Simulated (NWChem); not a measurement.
Molecule: HSeSF; SMILES F[Se]S

```xyz
4

Se    -0.4233     0.4466    -0.0076
F      1.1042     1.3504    -0.0136
S      0.2529    -1.5957    -0.0560
H      0.4098    -1.8067     1.2760
```
Atoms are numbered in this order, from 1.

Computed with NWChem. Structure relaxed at the PBE0/def2-SVP level. Ions are spin-unrestricted doublets at the neutral geometry; other ion states weren't tried.

For level CAM-B3LYP/def2-SVP:

```
Property                               Value
-------------------------------------  -----
vertical ionisation energy, ΔSCF (eV)   9.57
−ε(HOMO) (eV)                           8.29
```

Problem. What are these values for level PBE/def2-SVP?

Solution. 
- vertical ionisation energy, ΔSCF (eV) = 9.17
- −ε(HOMO) (eV) = 5.58
